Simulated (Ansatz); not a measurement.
# Which is lower?

Two relaxed structures of CH$_{3}$BTe, closed shell (PBE0-D4/def2-TZVP; forces vanish, vibrations not checked).

A:

```json
{"atom": "B1", "x (Å)": "0.0314", "y (Å)": "-0.2729", "z (Å)": "-0.0048"}
{"atom": "C2", "x (Å)": "0.5622", "y (Å)": "0.8792", "z (Å)": "0.5487"}
{"atom": "Te3", "x (Å)": "-0.6516", "y (Å)": "-2.0743", "z (Å)": "-0.7514"}
{"atom": "H4", "x (Å)": "-1.8739", "y (Å)": "-1.4099", "z (Å)": "-1.6624"}
{"atom": "H5", "x (Å)": "1.3532", "y (Å)": "1.4452", "z (Å)": "0.0660"}
{"atom": "H6", "x (Å)": "0.2080", "y (Å)": "1.2891", "z (Å)": "1.4898"}
```

B:

```xyz
6
angstrom
B -0.4962 -0.5806 -0.4629
C 0.1860 0.5939 0.2147
Te 1.0475 -1.4048 0.6889
H -1.3621 -0.9159 -1.1963
H 0.8794 1.2309 -0.3269
H -0.2546 1.0764 1.0825
```

Ansatz 0.2.0; basis: def2-TZVPP; cores frozen in the correlated methods. Filled d shells of the heavier atoms are correlated. Core potentials replace the inner electrons of the atoms past krypton. The def2 sets are not built for correlating such inner shells, so the correlated values are less sure here. B3LYP uses VWN-RPA correlation.

(1) Which structure is lower at CCSD(T), and by how much? (An estimate is asked for; the value comes from the calculation.)

T1 diagnostic: at most 0.018.

Answers

(1) By the calculation: B, by 0.643 eV (electronic energy, against the other). By their contacts, A is CH₃BTe ([CH2][B][TeH]) and B is CH₃BTe ([BH]1[CH2][Te]1).

All methods give the same order:

| method | E(B) − E(A) (eV) |
| --- | --- |
| PBE-D4 | -0.672 |
| r2SCAN-D4 | -0.668 |
| PBE0-D4 | -0.693 |
| B3LYP-D4 | -0.568 |
| wB97M-V | -0.594 |
| HF | -0.482 |
| MP2 | -0.829 |
| CCSD | -0.594 |
| CCSD(T) | -0.643 |

Labels in which every atom is bracketed show which atoms are joined, not bond orders.

For scale, one of the runs: CCSD(T)/def2-TZVPP, 154 basis functions, launched by `ansatz run in.yaml --threads 2 --pin off --events-out ev --progress --plain --max-ram 4352MiB`. The run took 32 s on 2 CPU threads of an Arm Neoverse V2 (shared host), with 1.2 GiB of host memory at its peak.
